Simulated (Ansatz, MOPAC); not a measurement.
Molecule: H3SiO3, net charge 0, doublet state. SMILES: [O][SiH](O)O

Atoms: O1, Si2, O3, O4, H5, H6, H7. Bonds: O1-Si2, Si2-O3, Si2-O4, Si2-H5, O3-H6, O4-H7.

Bond lengths (Å) and angles (degrees) optimised at PM3 with MOPAC; HF/STO-3G with Ansatz (an electronic-structure program); HF/6-31G* with Ansatz; PBE/6-31G* with Ansatz; B3LYP/LANL2DZ with Ansatz; MP2/6-31G* with Ansatz, each started from the B3LYP-D3(BJ)/def2-TZVP structure (Ansatz) of the last column. A row stands for all coordinates that are equal there; 9 of 12 kinds are shown. 6-31G* holds six Cartesian d functions. No wavenumbers were computed at HF/STO-3G, PBE/6-31G*, B3LYP/LANL2DZ, MP2/6-31G*, so these may be saddle points.

```json
[
 {"coordinate": "O1-Si2", "PM3": "1.663", "HF/STO-3G": "1.709", "HF/6-31G*": "1.674", "PBE/6-31G*": "1.657", "B3LYP/LANL2DZ": "1.753", "MP2/6-31G*": "1.693", "B3LYP-D3(BJ)/def2-TZVP": "1.661"},
 {"coordinate": "Si2-O3", "PM3": "1.687", "HF/STO-3G": "1.663 to 1.667", "HF/6-31G*": "1.630", "PBE/6-31G*": "1.657 to 1.669", "B3LYP/LANL2DZ": "1.660 to 1.678", "MP2/6-31G*": "1.655", "B3LYP-D3(BJ)/def2-TZVP": "1.637"},
 {"coordinate": "Si2-H5", "PM3": "1.515", "HF/STO-3G": "1.423", "HF/6-31G*": "1.458", "PBE/6-31G*": "1.514", "B3LYP/LANL2DZ": "1.472", "MP2/6-31G*": "1.470", "B3LYP-D3(BJ)/def2-TZVP": "1.475"},
 {"coordinate": "O3-H6", "PM3": "0.944", "HF/STO-3G": "0.984", "HF/6-31G*": "0.947", "PBE/6-31G*": "0.977", "B3LYP/LANL2DZ": "0.968", "MP2/6-31G*": "0.970", "B3LYP-D3(BJ)/def2-TZVP": "0.961"},
 {"coordinate": "O1-Si2-O3", "PM3": "111.1", "HF/STO-3G": "105.2", "HF/6-31G*": "102.7", "PBE/6-31G*": "120.2", "B3LYP/LANL2DZ": "115.6", "MP2/6-31G*": "102.1", "B3LYP-D3(BJ)/def2-TZVP": "106.7"},
 {"coordinate": "O1-Si2-O4", "PM3": "111.1", "HF/STO-3G": "111.9", "HF/6-31G*": "112.1", "PBE/6-31G*": "113.3", "B3LYP/LANL2DZ": "106.2", "MP2/6-31G*": "113.8", "B3LYP-D3(BJ)/def2-TZVP": "115.7"},
 {"coordinate": "O3-Si2-O4", "PM3": "110.0", "HF/STO-3G": "110.1", "HF/6-31G*": "112.2", "PBE/6-31G*": "105.7", "B3LYP/LANL2DZ": "107.1", "MP2/6-31G*": "112.5", "B3LYP-D3(BJ)/def2-TZVP": "111.2"},
 {"coordinate": "O1-Si2-H5", "PM3": "106.7", "HF/STO-3G": "109.0", "HF/6-31G*": "109.4", "PBE/6-31G*": "93.5", "B3LYP/LANL2DZ": "104.2", "MP2/6-31G*": "108.2", "B3LYP-D3(BJ)/def2-TZVP": "101.8"},
 {"coordinate": "O3-Si2-H5", "PM3": "108.9", "HF/STO-3G": "113.9", "HF/6-31G*": "114.4", "PBE/6-31G*": "106.7", "B3LYP/LANL2DZ": "107.0", "MP2/6-31G*": "115.4", "B3LYP-D3(BJ)/def2-TZVP": "115.0"}
]
```

A range marks coordinates that this level makes unequal.

Mean signed difference of all 6 bond lengths from B3LYP-D3(BJ)/def2-TZVP: PM3 0.018 Å, HF/STO-3G 0.016 Å, HF/6-31G* -0.008 Å, PBE/6-31G* 0.020 Å, B3LYP/LANL2DZ 0.028 Å, MP2/6-31G* 0.014 Å.
